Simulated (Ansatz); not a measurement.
Relaxation of Ge(SH)2H2 (GeH₄S₂) with RKS PBE-D4/def2-TZVP.

```sh
$ ansatz run in.yaml --threads 4 --pin off --events-out ev --progress --plain --max-ram 3916MiB
```

```yaml
crystal:
  periodic: [false, false, false]
  atoms:
    - {symbol: Ge, position_ang: [-0.544250, 0.013110, -0.382290]}
    - {symbol: S, position_ang: [-0.579870, -0.017070, 1.831420]}
    - {symbol: H, position_ang: [0.233900, 1.024420, 1.957570]}
    - {symbol: S, position_ang: [1.526440, -0.005880, -1.168410]}
    - {symbol: H, position_ang: [1.888770, -1.074290, -0.468410]}
    - {symbol: H, position_ang: [-1.199520, 1.258870, -0.933960]}
    - {symbol: H, position_ang: [-1.325480, -1.199150, -0.835910]}
basis:
  gaussian: {orbitals: def2-TZVP}
hamiltonian: {xc: pbe, dispersion: d4}
scf: {lower_state_search: "off"}
output: {orbitals: {seedname: orbitals}}
relax: {f_tol: 0.02, max_steps: 100}
```

Run time 21 s (4 threads of Intel Xeon on a shared host).

Positions (Å) and forces (eV/Å) at steps 1, 2, 3, 4, 5 of 5:

```xyz
7
step=1 energy=-78238.3154 eV
Ge   -0.544    0.013   -0.382    0.161   -0.007    0.108
S    -0.580   -0.017    1.831   -0.448   -0.624    0.315
H     0.234    1.024    1.958    0.415    0.558    0.031
S     1.526   -0.006   -1.168    0.153    0.634   -0.515
H     1.889   -1.074   -0.468    0.150   -0.571    0.369
H    -1.200    1.259   -0.934   -0.141    0.562   -0.239
H    -1.325   -1.199   -0.836   -0.289   -0.551   -0.068
7
step=2 energy=-78238.3635 eV
Ge   -0.527    0.012   -0.370   -0.034    0.009   -0.029
S    -0.570   -0.062    1.863   -0.006    0.032   -0.024
H     0.141    1.083    1.953    0.047    0.064    0.109
S     1.560    0.039   -1.171   -0.030   -0.036    0.007
H     1.847   -1.129   -0.555    0.125   -0.070    0.004
H    -1.135    1.307   -0.945   -0.089    0.062    0.020
H    -1.314   -1.250   -0.776   -0.015   -0.061   -0.087
7
step=3 energy=-78238.3650 eV
Ge   -0.547    0.013   -0.383    0.097   -0.008    0.068
S    -0.582   -0.034    1.857    0.002    0.052    0.075
H     0.147    1.101    2.031   -0.072   -0.115   -0.115
S     1.549    0.010   -1.178    0.077   -0.056   -0.025
H     1.928   -1.150   -0.578   -0.140    0.128   -0.028
H    -1.164    1.316   -0.950    0.029   -0.056   -0.001
H    -1.330   -1.257   -0.799    0.008    0.055    0.027
7
step=4 energy=-78238.3722 eV
Ge   -0.537    0.013   -0.377    0.026   -0.001    0.017
S    -0.579   -0.043    1.861   -0.006    0.015    0.014
H     0.148    1.092    1.995   -0.008   -0.016   -0.010
S     1.554    0.020   -1.177    0.012   -0.018   -0.009
H     1.892   -1.140   -0.563   -0.014    0.019   -0.006
H    -1.158    1.309   -0.943   -0.008    0.006    0.001
H    -1.322   -1.251   -0.796   -0.002   -0.006   -0.008
7
step=5 energy=-78238.3723 eV
Ge   -0.534    0.013   -0.375   -0.004    0.000   -0.003
S    -0.582   -0.041    1.863    0.000   -0.001    0.009
H     0.147    1.093    1.992   -0.001   -0.001    0.000
S     1.555    0.018   -1.181    0.008    0.001   -0.003
H     1.888   -1.141   -0.564    0.000    0.001   -0.001
H    -1.158    1.310   -0.937    0.000   -0.002   -0.003
H    -1.315   -1.252   -0.799   -0.003    0.003    0.001
```
